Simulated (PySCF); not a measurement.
CH₆GaNO. Atoms are numbered in the order given.

```xyz
10

Ga     0.0007    -0.0026     0.0000
C     -0.3355     1.9374     0.0000
H      0.1112     2.4064     0.8905
H      0.1112     2.4064    -0.8905
H     -1.4157     2.1462     0.0000
O      1.6415    -0.7483     0.0000
H      2.3714    -0.1181     0.0000
N     -1.2820    -1.2867     0.0000
H     -1.0641    -2.2770     0.0000
H     -2.2801    -1.1138     0.0000
```

Geometry optimised at B3LYP-D3(BJ)/def2-SVP. Other conformers were not sampled.

Computed with PBE/pcSseg-1 run with PySCF.

GIAO shieldings, no solvent; atoms listed in one row are averaged. δ = σ(ref) − σ: ¹³C against TMS (σ = 182.0 ppm); ¹H against TMS (σ = 31.49 ppm); ¹⁷O against H2O (σ = 334.3 ppm); ¹⁵N against NH3 (σ = 267.0 ppm), references at their B3LYP-D3(BJ)/def2-TZVP geometries, non-relativistic.

Computed chemical shifts:
| nucleus | atoms | count | δ (ppm) |
|---|---|---|---|
| ¹³C | C2 | 1 | -7.2 |
| ¹H | H7 | 1 | 2.18 |
| ¹H | H9 | 1 | 1.81 |
| ¹H | H10 | 1 | 1.68 |
| ¹H | H3, H4, H5 | 3 | 0.35 |
| ¹⁷O | O6 | 1 | 78.8 |
| ¹⁵N | N8 | 1 | 46.6 |
